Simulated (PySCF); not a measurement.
# Electron affinity of In by level of theory

In⁻ [Kr] 4d10 5s2 5p2 (3P) → In [Kr] 4d10 5s2 5p1 (2P), as a difference of total energies. All numbers are calculated (PySCF 2.14, scalar relativity through the core potential, in aug-cc-pVDZ-PP with ECP28MDF). Correlated levels: valence: 4s2 4p6 4d10 frozen. The calculations carry no spin-orbit coupling.

```tsv
method	electron affinity (eV)
UHF	0.082
MP2 (valence)	0.319
SCS-MP2 (valence)	0.239
CCSD (valence)	0.347
CCSD(T) (valence)	0.369
CCSDT (valence)	0.377
```

**Question.** How much does correlation contribute at CCSD(T) (valence)?

**Answer.** 0.369 − (0.082) = 0.287 eV, measured against UHF.

The reference lies between the lowest fine-structure levels, while these numbers refer to the centres of the terms.

Errors of the correlated levels include the incompleteness of this basis and the frozen core.

For comparison: 0.384 eV (measured; photodetachment measurements, as compiled on the Wikipedia data page of electron affinities).
